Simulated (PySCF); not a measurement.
These 3 structures share the formula C10H15Cl. Theory: PySCF, PBE0-D3(BJ)/def2-SVP geometry optimisation, gas phase. One conformer each; no zero-point energy, no entropy. No frequencies were run at this level. Point groups hold within 0.08 Å.

Task: Rank from lowest to highest electronic energy at this level (kcal/mol).
A. `Cl[C@H]1[C@@H]2C[C@H]3C[C@@H](C2)C[C@@H]1C3`
B. `Cl[C@]12C[C@H]3C[C@H](C[C@H](C3)C1)C2`
C. `[CH2:1]=[CH:2][C@@H:3]1[C@H:4]2[CH2:5][C@:6]1([Cl:7])[C@@H:8]2[CH:9]([CH3:10])[CH3:11]` with C1–C2–C3–C4 -25°, C6–C8–C9–C10 78°

Result: B (0.0), A (1.9), C (93.0).

As drawn, the highest has a four-membered ring and a C=C bond outside aromatic rings, which the lowest lacks. Neighbours under 2.5 kcal/mol apart (Cl[C@]12C[C@H]3C[C@H](C[C@H](C3)C1)C2 and Cl[C@H]1[C@@H]2C[C@H]3C[C@@H](C2)C[C@@H]1C3) can change places with a better method, another conformer or zero-point energy.

```
                                     SMILES      E (Eh)  E rel (kcal/mol)  dipole (D)  point group       A, B, C (MHz)
      Cl[C@]12C[C@H]3C[C@H](C[C@H](C3)C1)C2  -849.33842               0.0        2.34          C3v  1699, 839.9, 839.8
Cl[C@H]1[C@@H]2C[C@H]3C[C@@H](C2)C[C@@H]1C3  -849.33533               1.9        2.05           Cs  1694, 864.8, 863.2
     C=C[C@@H]1[C@H]2C[C@]1(Cl)[C@@H]2C(C)C  -849.19016              93.0        1.83           C1  1042, 854.9, 630.4
```

Task: How do the relative energies change in single points at PBE0/pcSseg-1 (no added dispersion term) on the same geometries?

Result: 
```tsv
SMILES	PBE0-D3(BJ)/def2-SVP (kcal/mol)	PBE0/pcSseg-1 (kcal/mol)	shift
Cl[C@]12C[C@H]3C[C@H](C[C@H](C3)C1)C2	0.0	0.0	0.0
Cl[C@H]1[C@@H]2C[C@H]3C[C@@H](C2)C[C@@H]1C3	1.9	2.6	+0.7
C=C[C@@H]1[C@H]2C[C@]1(Cl)[C@@H]2C(C)C	93.0	87.4	-5.6
```

Each column counts from its own lowest isomer. The order is unchanged; the largest shift is 5.6 kcal/mol.
